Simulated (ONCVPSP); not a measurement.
Scattering properties, ONCV potential for K

* Element: potassium (K)
* Generator: ONCVPSP 4.0.1
* Type: optimised norm-conserving Vanderbilt (ONCV)
* Functional: PBE
* Relativity: fully relativistic
* Frozen core: [Ne]
* Valence charge: 9
* Reference configuration: 3s2 3p6 4s1
* Partial waves: 3s+4s: rc 1.95 bohr, ncon 4, nbas 8, qcut 7.4 1/bohr, 2 projectors; 3p: rc 2.15 bohr, ncon 4, nbas 7, qcut 5.4 1/bohr, 2 projectors, debl 1.9 Ha; d scattering state at 0.32 Ha: rc 2.30 bohr, ncon 4, nbas 9, qcut 3.8 1/bohr, 2 projectors, debl 2.1 Ha; f scattering state at 0.41 Ha: rc 2.05 bohr, ncon 4, nbas 7, qcut 6.1 1/bohr, 1 projector
* Local potential: polynomial inside 1.60 bohr (lpopt 5, dvloc0 0 Ha)
* Core correction: Teter function, fcfact 5.25, rcfact 1

Open shells are filled in proportion to 2j + 1.

The phase is arctan(r·R′/R) of the radial function R(r), unwrapped; energies in Ha, scanned from -3 to 5 Ha. A pole is an energy at which the radial function vanishes at the test radius. The pseudo phase is shifted by a multiple of π to meet the all-electron one at the reference energy, and phase errors are pseudo minus all-electron; the curves can meet again beyond the range given. Levels narrower than the energy grid can be missing from the lists of poles.

Problem. For each channel, where are the poles, and over which energies does the pseudopotential scatter like the atom?

Solution.

| channel | radius (bohr) | reference energy (Ha) | poles, all-electron | poles, pseudo | unbroken range about the reference energy with phases within 0.05 rad | phase error 1 Ha above the reference energy (rad) |
| --- | --- | --- | --- | --- | --- | --- |
| s | 1.98 | -0.09 | -0.92, 4.82 | -0.92, 4.75 | the whole range | -0.000 |
| p3/2 | 2.18 | -0.69 | -0.37, 3.99 | -0.37, 3.99 | the whole range | -0.000 |
| p1/2 | 2.18 | -0.70 | -0.38, 3.97 | -0.38, 3.97 | the whole range | +0.000 |
| d5/2 | 2.34 | 0.32 | 0.58, 3.64 | 0.58, 3.66 | below 5.0 | -0.006 |
| d3/2 | 2.34 | 0.32 | 0.58, 3.64 | 0.58, 3.68 | below 4.8 | +0.000 |
| f7/2 | 2.08 | 0.41 | 3.53 | 3.60 | below 4.8 | +0.003 |
| f5/2 | 2.08 | 0.41 | 3.53 | 3.60 | below 4.8 | +0.003 |

Phases in the f7/2 channel:

```json
{"E (Ha)": "-2.98", "all-electron": "1.363", "pseudo": "1.363"}
{"E (Ha)": "-2.54", "all-electron": "1.347", "pseudo": "1.347"}
{"E (Ha)": "-2.10", "all-electron": "1.329", "pseudo": "1.329"}
{"E (Ha)": "-1.66", "all-electron": "1.305", "pseudo": "1.305"}
{"E (Ha)": "-1.22", "all-electron": "1.273", "pseudo": "1.273"}
{"E (Ha)": "-0.78", "all-electron": "1.230", "pseudo": "1.230"}
{"E (Ha)": "-0.34", "all-electron": "1.166", "pseudo": "1.166"}
{"E (Ha)": "0.10", "all-electron": "1.061", "pseudo": "1.061"}
{"E (Ha)": "0.54", "all-electron": "0.860", "pseudo": "0.860"}
{"E (Ha)": "0.98", "all-electron": "0.396", "pseudo": "0.397"}
{"E (Ha)": "1.42", "all-electron": "-0.470", "pseudo": "-0.467"}
{"E (Ha)": "1.86", "all-electron": "-1.052", "pseudo": "-1.048"}
{"E (Ha)": "2.30", "all-electron": "-1.302", "pseudo": "-1.298"}
{"E (Ha)": "2.74", "all-electron": "-1.432", "pseudo": "-1.427"}
{"E (Ha)": "3.18", "all-electron": "-1.516", "pseudo": "-1.510"}
{"E (Ha)": "3.62", "all-electron": "-1.584", "pseudo": "-1.574"}
{"E (Ha)": "4.06", "all-electron": "-1.649", "pseudo": "-1.633"}
{"E (Ha)": "4.50", "all-electron": "-1.730", "pseudo": "-1.698"}
{"E (Ha)": "4.94", "all-electron": "-1.863", "pseudo": "-1.790"}
```
